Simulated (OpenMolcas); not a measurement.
# Mn4+: effect of the metal basis

Mn4+ with 6 ligands (fluoride) in octahedral coordination (Oh) at 1.84 Å. A charge of +0.333 e stands 3.2 Å behind each ligand.

| Property | Result |
| --- | --- |
| Program | OpenMolcas |
| Method | SS-CASPT2, IPEA 0.25 Eh, imaginary shift 0.1 Eh (closed shells correlated: 3s 3p and the ligand valence shells) |
| Spin-orbit coupling | RASSI with atomic mean-field integrals over the reference wave functions |

Fixed: ligand basis ANO-RCC-VDZP, active space 3 electrons in 5 orbitals (3d), DKH2 Hamiltonian.

States (labels of O, the rotations of Oh). Energies in cm-1 above the lowest state or level, χT in cm3 K/mol.

```json
{"Run": "A", "Metal basis": "ANO-RCC-VDZP", "Ground state": "4A2", "First state of that spin": "4T2 25070", "First gap with spin-orbit (degeneracies)": "14830 (4, 4)", "χT at 300 K": "1.838", "First state of another spin": "2E 14850", "Cost": "roughly 90 core-seconds"}
{"Run": "B", "Metal basis": "ANO-RCC-VTZP", "Ground state": "4A2", "First state of that spin": "4T2 24740", "First gap with spin-orbit (degeneracies)": "14290 (4, 4)", "χT at 300 K": "1.838", "First state of another spin": "2E 14310", "Cost": "roughly 2.8 core-minutes"}
```

Against A, the first state of the same spin changes by -1.3 % in B.

Costs are those of the CASPT2 steps.

Roots that are degenerate in the reference are averaged as groups; the widest CASPT2 spread within a group is 350 cm-1 (the 2-fold group of multiplicity 2 near 39900 cm-1 above the lowest state of its run, A). Shifts and gaps below about the spread of the groups concerned are not significant. Over all roots computed the reference weight is 0.67 to 0.69 in A, 0.67 to 0.69 in B; a low but even weight reflects the number of correlated electrons. Ligand-to-metal charge-transfer states are missing. With no ligand orbital active B as a rule stays too high, so bands that hang on it stand too high and its fall with covalency is understated. With one d shell and no ligand orbital active, 10Dq can be off by a tenth or more. The least metal-like active orbital is 80 % on the metal (Löwdin) and no ligand orbital is active, so the numbers are rough (holds for A). The least metal-like active orbital is 81 % on the metal (Löwdin) and no ligand orbital is active, so the numbers are rough (holds for B). No measured value stands beside these numbers; the geometry is a model, was not optimised and need not be the one that this ion takes.
